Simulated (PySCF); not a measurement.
SnCl3, SMILES [Cl][Sn+]([Cl])[Cl], charge +1.

Geometry: PBE0-D3(BJ)/def2-SVP. The spin state was assumed, not searched. The isomer is the one that the SMILES or the coordinates give; other isomers of the formula were not compared. The def2 effective core potentials stand for the cores of Sn; spin–orbit coupling is left out.

Calculation: TDA-PBE/def2-SVPD (PySCF).

Vertical excitations; the highest root listed may be one member of a degenerate set. The molecule is in vacuum. State labels are in the subgroup C2v.

| state | symmetry | energy (eV) | λ (nm) | f | main pairs |
|---|---|---|---|---|---|
| S1 | B1 | 3.29 | 377 | 0.000 | HOMO→LUMO 100 % |
| S2 | B2 | 3.53 | 351 | 0.000 | HOMO−1→LUMO (degenerate set) |
| S3 | A2 | 3.53 | 351 | 0.000 | HOMO−2→LUMO (degenerate set) |
| S4 | B1 | 3.68 | 337 | 0.016 | HOMO−3→LUMO (degenerate set) |
| S5 | A1 | 3.68 | 337 | 0.016 | HOMO−4→LUMO (degenerate set) |
| S6 | B2 | 4.31 | 288 | 0.016 | HOMO−5→LUMO 99 % |
| S7 | A2 | 4.49 | 276 | 0.000 | HOMO→LUMO+1 100 % |
| S8 | A2 | 4.77 | 260 | 0.000 | HOMO−3→LUMO+1 (degenerate set) |
| S9 | B2 | 4.77 | 260 | 0.000 | HOMO−4→LUMO+1 (degenerate set) |
| S10 | A1 | 5.03 | 246 | 0.015 | HOMO−1→LUMO+1 80 %, HOMO−6→LUMO 19 % |
| T1 | B1 | 2.92 | 425 | 0 | HOMO→LUMO 100 % |
| T2 | B2 | 3.18 | 390 | 0 | HOMO−1→LUMO (degenerate set) |
| T3 | A2 | 3.18 | 390 | 0 | HOMO−2→LUMO (degenerate set) |
| T4 | B1 | 3.19 | 389 | 0 | HOMO−3→LUMO 100 % |
Triplets are in the Tamm–Dancoff approximation.
